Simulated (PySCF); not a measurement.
This PySCF input asks for the NMR shieldings of `F[P@OH8-](F)(F)(F)(F)F`, [F$_{6}$P]-; the geometry comes from PBE0-D3(BJ)/def2-SVP.

```python
import basis_set_exchange as bse
import numpy as np
from pyscf import gto, dft
from pyscf.prop import nmr

atoms = """
F     0.597394    0.411416    1.454973
P     0.005783   -0.002581   -0.007117
F     1.422697   -0.720440   -0.376892
F    -1.410791    0.715637    0.363238
F     0.556290    1.401559   -0.628132
F    -0.544071   -1.406681    0.614688
F    -0.587323   -0.416685   -1.468556
"""
names = dict.fromkeys(["F", "P"], "pcSseg-2")
basis = {el: gto.basis.parse(bse.get_basis(n, elements=[el], fmt="nwchem")) for el, n in names.items()}
mol = gto.M(atom=atoms, basis=basis, charge=-1, verbose=0)
mf = dft.RKS(mol, xc="HYB_GGA_XC_MPW1PW")
mf.grids.level = 2
mf.grids.alignment = dft.numint.BLKSIZE   # the property module wants whole blocks of grid points
mf.conv_tol = 1e-9
mf.kernel()

calc = nmr.RKS(mf)   # GIAO
C = mf.mo_coeff
Co = C[:, mf.mo_occ > 0]
resp = mf.gen_response(singlet=True, hermi=2)
def vind(x):   # induced exchange potential for any number of trial vectors
    d = np.einsum("pi,xij,qj->xpq", C, 2 * x.reshape(-1, C.shape[1], Co.shape[1]), Co, optimize=True)
    return np.einsum("xpq,pi,qj->xij", resp(d - d.transpose(0, 2, 1)), C, Co, optimize=True).ravel()
mo1, _ = nmr.rhf.solve_mo1(calc, with_cphf=vind)
sigma = calc.kernel(mo1)
for i, s in enumerate(sigma):   # ppm
    print("%2d %-2s %9.2f" % (i, mol.atom_pure_symbol(i), np.trace(s) / 3))
```

Question: What does it print?

Answer: 
```
 0 F     251.03
 1 P     432.86
 2 F     251.06
 3 F     251.03
 4 F     251.05
 5 F     251.02
 6 F     251.08
```

These numbers come from an equivalent density-fitted implementation of the same equations, which agrees with the script to about 0.01 ppm for H and up to a few tenths of a ppm for heavy atoms, so last digits may differ.

Question: Turn these shieldings into chemical shifts. Scale: 19F (σ = 177.19 ppm) vs CFCl3; H3PO4 for 31P (σ = 294.97 ppm) (reference shieldings calculated alike).

Answer: Averaging equivalent atoms: F 0: -73.8; F 4/5: -73.8; F 2/3: -73.9; F 6: -73.9; P 1: -137.9 ppm. Unscaled 19F shifts against computed CFCl3 carry errors that often reach 10 to 50 ppm. Experimental scales use liquid or dissolved standards, which lie at an offset from isolated H3PO4.

Size and cost of the density-fitted run: 259 basis functions, 24 s wall time on 1 thread of an Arm Neoverse V2, shared host; peak memory 0.96 GiB.
